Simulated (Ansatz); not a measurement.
Reaction (ligand exchange at a B–S bond): `BSCO` + `[SiH3]N[SiH3]` → `BN([SiH3])[SiH3]` + `OCS`

Gas-phase electronic energies from Ansatz, PBE0-D4/def2-TZVP geometries. CCSD(T)/CBS adds triple-zeta CCSD(T) − MP2 to the extrapolated MP2 energy (def2 sets, frozen cores). This one scheme is used for every species. Functionals use def2-TZVPP. One conformer a species, not always the lowest.

| level | ΔE (kJ/mol) |
| --- | --- |
| LDA (SPW92) | -5.2 |
| LC-ωPBE | -10.4 |

Q: What does CCSD(T)/CBS give? (An estimate is asked.)

A: Computed: -13.2 kJ/mol. The listed levels differ from it by 8.0, 2.8 kJ/mol.

Largest T1 diagnostic among the species: 0.014.

The D4 term adds −3.6 kJ/mol with B3LYP and −2.0 kJ/mol with PBE0; it sums over pairs of atoms, weighted by their polarisabilities, and B3LYP, whose exchange is more repulsive, gets the larger term. From BLYP to BHLYP (50 % exact exchange), in def2-TZVPP and without D4, ΔE moves by −8.4 kJ/mol. In def2-TZVPP, CCSD(T) changes the Hartree–Fock value by +4.8 kJ/mol (the triples alone add +2.1 kJ/mol) and MP2 by +5.8 kJ/mol.

B3LYP here is the variant with VWN-RPA as its local correlation; programs differ in this.
